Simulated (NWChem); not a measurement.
System: C$_{2}$HF$_{2}$, doublet; SMILES [CH]=C(F)F

The following NWChem deck was run.

```
start job
memory heap 200 mb stack 900 mb global 1100 mb
geometry units angstroms
  C     -0.872085    -1.134973     0.000000
  C     -0.093392    -0.079555     0.000000
  F     -0.515351     1.161200     0.000000
  F      1.222752    -0.107506     0.000000
  H     -0.804463    -2.215962     0.000000
end
basis spherical
  C library 3-21g
  F library 3-21g
  H library 3-21g
end
dft
  odft
  mult 2
  xc hfexch
  iterations 150
end
driver
  maxiter 120
end
task dft optimize
task dft freq
```

NWChem printed, in part:

```
             Northwest Computational Chemistry Package (NWChem) 7.3.0
             --------------------------------------------------------

 CS  symmetry detected

                             Geometry "geometry" -> ""
                             -------------------------

 Output coordinates in angstroms (scale by  1.889725989 to convert to a.u.)

  No.       Tag          Charge          X              Y              Z
 ---- ---------------- ---------- -------------- -------------- --------------
    1 C                    6.0000    -0.92554407    -1.08521106     0.00000000
    2 C                    6.0000    -0.09014755    -0.07408169     0.00000000
    3 F                    9.0000    -0.44343330     1.18794507     0.00000000
    4 F                    9.0000     1.22248340    -0.17416304     0.00000000
    5 H                    1.0000    -0.91730120    -2.16828170     0.00000000

 Effective nuclear repulsion energy (a.u.)     109.8741010136

      Symmetry information
      --------------------

 Group name             Cs
 Group number              2
 Group order               2
 No. of unique centers     5

                                Z-matrix (autoz)
                                --------

 Units are Angstrom for bonds and degrees for angles

      Type          Name      I     J     K     L     M      Value
      ----------- --------  ----- ----- ----- ----- ----- ----------
    1 Stretch                  1     2                       1.31159
    2 Stretch                  1     5                       1.08310
    3 Stretch                  2     3                       1.31054
    4 Stretch                  2     4                       1.31644
    5 Bend                     1     2     3               124.79763
    6 Bend                     1     2     4               125.20349
    7 Bend                     2     1     5               140.00038
    8 Bend                     3     2     4               109.99888
    9 Torsion                  3     2     1     5         180.00000
   10 Torsion                  4     2     1     5           0.00000

  xc_inp: hfexch multiplicative factor not found.

                           NWChem Geometry Optimization
                           ----------------------------

 maximum gradient threshold         (gmax) =   0.000450
 rms gradient threshold             (grms) =   0.000300
 maximum cartesian step threshold   (xmax) =   0.001800
 rms cartesian step threshold       (xrms) =   0.001200
 fixed trust radius                (trust) =   0.300000
 source of zmatrix                         =   autoz

          -------------------
          Energy Minimization
          -------------------

 Using diagonal initial Hessian
 Scaling for Hessian diagonals: bonds = 1.00  angles = 0.25  torsions = 0.10

          --------
          Step   0

                                 NWChem DFT Module
                                 -----------------

 Summary of "ao basis" -> "ao basis" (spherical)
 ------------------------------------------------------------------------------
       Tag                 Description            Shells   Functions and Types
 ---------------- ------------------------------  ------  ---------------------
 C                           3-21g                   5        9   3s2p
 F                           3-21g                   5        9   3s2p
 H                           3-21g                   2        2   2s

      Symmetry analysis of basis
      --------------------------

        a'         30
        a"          8

            General Information
            -------------------
          SCF calculation type: DFT
          Wavefunction type:  spin polarized.
          No. of atoms     :     5
          No. of electrons :    31
           Alpha electrons :    16
            Beta electrons :    15
          Charge           :     0
          Spin multiplicity:     2
          Use of symmetry is: on ; symmetry adaption is: on
          Maximum number of iterations: 150
          AO basis - number of functions:    38
                     number of shells:    22
          Convergence on energy requested:  1.00D-06
          Convergence on density requested:  1.00D-05
          Convergence on gradient requested:  5.00D-04

              XC Information
              --------------
                     Hartree-Fock (Exact) Exchange  1.000

      Superposition of Atomic Density Guess
      -------------------------------------

 Sum of atomic energies:        -273.13843839

      Non-variational initial energy
      ------------------------------

 Total energy =    -274.399656
 1-e energy   =    -596.779479
 2-e energy   =     212.505721
 HOMO         =      -0.195434
 LUMO         =       0.149302

[...]

      ----------------------
      Optimization converged
      ----------------------

  Step       Energy      Delta E   Gmax     Grms     Xrms     Xmax
  ---- ---------------- -------- -------- -------- -------- --------
@    4    -273.59531366 -2.2D-06  0.00026  0.00009  0.00082  0.00152
                                     ok       ok       ok       ok

                                Z-matrix (autoz)
                                --------

 Units are Angstrom for bonds and degrees for angles

      Type          Name      I     J     K     L     M      Value     Gradient
      ----------- --------  ----- ----- ----- ----- ----- ---------- ----------
    1 Stretch                  1     2                       1.31002    0.00026
    2 Stretch                  1     5                       1.06164    0.00007
    3 Stretch                  2     3                       1.33687    0.00007
    4 Stretch                  2     4                       1.34080   -0.00003
    5 Bend                     1     2     3               124.77867   -0.00002
    6 Bend                     1     2     4               125.19716    0.00004
    7 Bend                     2     1     5               134.37351   -0.00001
    8 Bend                     3     2     4               110.02417   -0.00002
    9 Torsion                  3     2     1     5         180.00000    0.00000
   10 Torsion                  4     2     1     5           0.00000    0.00000

                         Geometry "geometry" -> "geometry"
                         ---------------------------------

 Output coordinates in angstroms (scale by  1.889725989 to convert to a.u.)

  No.       Tag          Charge          X              Y              Z
 ---- ---------------- ---------- -------------- -------------- --------------
    1 C                    6.0000    -0.95942566    -1.08263734     0.00000000
    2 C                    6.0000    -0.10843686    -0.08665938     0.00000000
    3 F                    9.0000    -0.44790168     1.20639212     0.00000000
    4 F                    9.0000     1.22659554    -0.21084159     0.00000000
    5 H                    1.0000    -0.86477406    -2.14004624     0.00000000

 Effective nuclear repulsion energy (a.u.)     108.6214128688

      Symmetry information
      --------------------

 Group name             Cs
 Group number              2
 Group order               2
 No. of unique centers     5

                Final and change from initial internal coordinates
                --------------------------------------------------

                                Z-matrix (autoz)
                                --------

 Units are Angstrom for bonds and degrees for angles

[...]

 Rotational Constants
 --------------------
 A=   0.382145 cm-1  (  0.549809 K)
 B=   0.356021 cm-1  (  0.512224 K)
 C=   0.184310 cm-1  (  0.265176 K)

 Temperature                      =   298.15K
 frequency scaling parameter      =   1.0000

 Zero-Point correction to Energy  =   15.489 kcal/mol  (  0.024684 au)
 Thermal correction to Energy     =   17.785 kcal/mol  (  0.028342 au)
 Thermal correction to Enthalpy   =   18.377 kcal/mol  (  0.029286 au)

 Total Entropy                    =   64.347 cal/mol-K
   - Translational                =   38.324 cal/mol-K (mol. weight =  63.0046)
   - Rotational                   =   23.669 cal/mol-K (symmetry #  =        1)
   - Vibrational                  =    2.354 cal/mol-K

 Cv (constant volume heat capacity) =   11.341 cal/mol-K
   - Translational                  =    2.979 cal/mol-K
   - Rotational                     =    2.979 cal/mol-K
   - Vibrational                    =    5.382 cal/mol-K

[normal modes left out]

 ----------------------------------------------------------------------------
 Normal Eigenvalue ||           Projected Infra Red Intensities
  Mode   [cm**-1]  || [atomic units] [(debye/angs)**2] [(KM/mol)] [arbitrary]
 ------ ---------- || -------------- ----------------- ---------- -----------
    1       -0.000 ||    0.001025           0.024         0.999       0.299
    2       -0.000 ||    0.001219           0.028         1.188       0.355
    3       -0.000 ||    0.000098           0.002         0.095       0.028
    4        0.000 ||    0.000583           0.013         0.569       0.170
    5        0.000 ||    0.002167           0.050         2.112       0.631
    6        0.000 ||    0.000150           0.003         0.146       0.044
    7      455.070 ||    0.008124           0.187         7.919       2.367
    8      547.357 ||    0.008414           0.194         8.202       2.451
    9      578.296 ||    0.014554           0.336        14.188       4.240
   10      730.442 ||    0.062812           1.449        61.232      18.300
   11      895.257 ||    0.043046           0.993        41.963      12.541
   12      981.476 ||    0.033515           0.773        32.672       9.764
   13     1408.263 ||    0.201880           4.658       196.803      58.816
   14     1741.684 ||    0.122332           2.822       119.256      35.640
   15     3502.161 ||    0.014944           0.345        14.568       4.354
 ----------------------------------------------------------------------------
```

Level: UHF/3-21G. In the optimisation the excess spin sits in a' (Cs, its own frame). The determinant is spin-contaminated (<S²> = 0.98). No stability test was run on the SCF state.
